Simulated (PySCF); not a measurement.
Numbering as in the mapped SMILES `[CH:1]#[C:2][C:3](=[CH2:4])[SiH2:5][C:6]([F:7])([F:8])[F:9]`. Hydrogens are named by the atom that carries them. Ha(C4) is cis to C2; Hb(C4) is trans to C2.

- coordinates at the GFN2-xTB level
- GIAO PBE0/pcSseg-1 shieldings
- code: PySCF
- one conformer, rapidly exchanging positions averaged, relativity neglected, isolated molecule

Referencing at the same level of theory: 13C (σ = 186.93 ppm) and 1H (σ = 31.72 ppm) and 29Si (σ = 349.16 ppm) vs TMS; 19F (σ = 170.95 ppm) against CFCl3.

| atoms | nucleus | count | Hirshfeld charge | δ (ppm) |
| --- | --- | --- | --- | --- |
| H(Si5) | 1H | 2 | -0.06 | ? |
| Ha(C4) | 1H | 1 | 0.06 | ? |
| Si5 | 29Si | 1 | 0.34 | -50.6 |
| Hb(C4) | 1H | 1 | 0.05 | ? |
| F7/F8/F9 | 19F | 3 | -0.10 | -69.7 |
| H(C1) | 1H | 1 | 0.10 | 3.04 |
| C1 | 13C | 1 | -0.10 | 92.5 |
| C4 | 13C | 1 | -0.06 | 156.4 |
| C3 | 13C | 1 | -0.08 | 124.4 |
| C6 | 13C | 1 | 0.17 | 139.5 |
| C2 | 13C | 1 | -0.05 | 87.0 |

**Question.** Complete the table.

**Answer.** 
- Ha(C4): 7.05 ppm, hydrogen on a terminal =CH2 carbon; olefinic region
- Hb(C4): 6.82 ppm, hydrogen on a terminal =CH2 carbon; attached to an sp2 carbon and in the plane of the double bond
- H(Si5): 4.58 ppm, hydrogen on a silicon bonded to 2 C

Shifts are as computed. Against solution values, carbons near 30 ppm lie about +3 ppm off and those near 130 ppm about +5 ppm. Of 1211 compounds with measured shifts, 218 miss one by over three times the rms of a fit or turn the order of signals round; such compounds aren't used in these exercises. Unscaled 19F shifts against computed CFCl3 carry errors that often reach 10 to 50 ppm.
